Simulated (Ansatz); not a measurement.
Sn2S4⁻. The state is a doublet with charge -1. Geometry PBE-D4/def2-SVP, that of the neutral singlet; atoms count from 1.

```xyz
6

Sn   -0.560    1.047    1.504
Sn    0.557   -1.051   -1.507
S     0.543   -1.358    1.110
S    -0.537    1.358   -1.113
S    -1.113   -2.214    0.039
S     1.111    2.219   -0.034
```

In the def2 sets Sn takes a core potential; there is no spin–orbit coupling. The highest occupied level of the charge -1 doublet lies above zero (up to 0.34 eV). By energy differences its removal costs 0.96 eV (vertical, to the charge 0 singlet, at PBE0-D4/def2-TZVPD); a positive level beside a positive removal energy at the same level points to self-interaction error. The structure comes from a short search, and lower isomers may exist.

Problem. Estimate the Mulliken populations from the PBE0/def2-TZVPD orbitals of Ansatz.

Solution. 
| atom | charge (e) | spin (α − β) |
| --- | --- | --- |
| Sn1 | 0.38 | 0.38 |
| Sn2 | 0.38 | 0.39 |
| S3 | -0.41 | 0.06 |
| S4 | -0.41 | 0.06 |
| S5 | -0.47 | 0.05 |
| S6 | -0.47 | 0.05 |
Mulliken values and Mayer orders depend strongly on the basis. With diffuse functions, as here, like atoms can get unlike values, and bond orders can come out too low or too high.

Problem. Where does the spin sit?

Solution. Summed by element: Sn 0.77, S 0.23, of 1 unpaired in all. Largest on single atoms: Sn2 0.39, Sn1 0.38, S4 0.06.

Problem. And the Mayer bond orders between bonded heavy atoms (over 0.3)?

Solution. Sn1–S3 0.73 (2.67 Å); Sn1–S4 0.51 (2.64 Å); Sn1–S6 0.78 (2.56 Å); Sn2–S3 0.50 (2.63 Å); Sn2–S4 0.73 (2.68 Å); Sn2–S5 0.78 (2.56 Å); S3–S5 0.91 (2.15 Å); S4–S6 0.91 (2.15 Å).
